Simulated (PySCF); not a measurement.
Structure problem from calculated spectra and properties.

Elements present: C, H and N. Monoisotopic mass: 143.0363 u (electron mass counted); charge -1.

| Item | Value |
| --- | --- |
| UV, first state | lowest singlet excitation: 4.07 eV (305 nm, f = 0.120) [TDDFT wB97X-D/def2-SVPD] |
| Triplet | lowest triplet excitation (Tamm–Dancoff): 3.04 eV [TDA wB97X-D/def2-SVPD] |
| 13C NMR | chemical shifts (computed TMS as zero) by class: 154.0 (1 C), 152.6 (1 C), 128.8 (1 C), 127.0 (1 C), 124.1 (1 C), 116.4 (1 C), 98.5 (1 C) ppm [GIAO PBE0/pcSseg-1] |
| Rotational structure | rotational constants A, B, C: 1.908, 1.172, 0.726 GHz [GFN2-xTB] |
| 1H NMR | chemical shifts (computed TMS as zero) by class: 8.04 (1 H), 7.25 (1 H), 6.79 (1 H) ppm [GIAO PBE0/pcSseg-1] |
| Polarisability | 113.5 au [wB97X-D/def2-SVPD] |
| NMR, other nuclei | isotropic shieldings of nuclei other than C and H, by class: -206 (1 N), -99 (1 N), -92 (1 N), -36 (1 N) ppm [GIAO PBE0/pcSseg-1] |

The electronic properties come from PySCF, for the isolated species, density fitting. Levels stand in brackets. Isolated species at its GFN2-xTB geometry, gas phase. No diffuse functions stand in pcSseg-1, which bears on an anion's orbital energies. NMR values are class means; diastereotopic atoms form classes of their own.

Problem. Which formula fits the mass and the elements?

Solution. C7H3N4 (calculated 143.0363). No other formula that holds each of these elements comes within 0.0003 u with a fitting electron parity and a possible valence count.

Problem. Give a SMILES that accounts for the data.

Solution. Numbering: `[N:1]#[C:2][c:3]1[cH:4][cH:5][cH:6][c:7]2[n-:8][n:9][n:10][c:11]12`. 7 carbons fall into 7 classes; from least to most shielded: ring-fusion aromatic carbon [C11] (154.0 ppm), ring-fusion aromatic carbon [C7] (152.6 ppm), nitrile carbon [C2] (128.8 ppm), aromatic CH carbon [C4] (127.0 ppm), aromatic CH carbon [C6] (124.1 ppm), aromatic CH carbon [C5] (116.4 ppm), substituted aromatic carbon [C3] (98.5 ppm). Hydrogen classes from least to most shielded: 1 H on an aromatic CH carbon, C6 (8.04 ppm), 1 H on an aromatic CH carbon, C4 (7.25 ppm), 1 H on an aromatic CH carbon, C5 (6.79 ppm). The other shieldings belong to: -206 ppm, ring nitrogen [N9]; -99 ppm, two-coordinate ring nitrogen [N8]; -92 ppm, ring nitrogen [N10]; -36 ppm, nitrile nitrogen [N1]. The optimised geometry has point group Cs and is an asymmetric top. Structure: `N#Cc1cccc2[n-]nnc12`. Computed isomers that give other values at the same levels: `N#Cc1ccc2[n-]nnc2c1` (1H chemical shifts (computed TMS as zero) by class: 8.35 (1 H), 7.86 (1 H), 7.13 (1 H) ppm). The assignments are read from this structure; whether some other isomer fits the data as well wasn't checked.
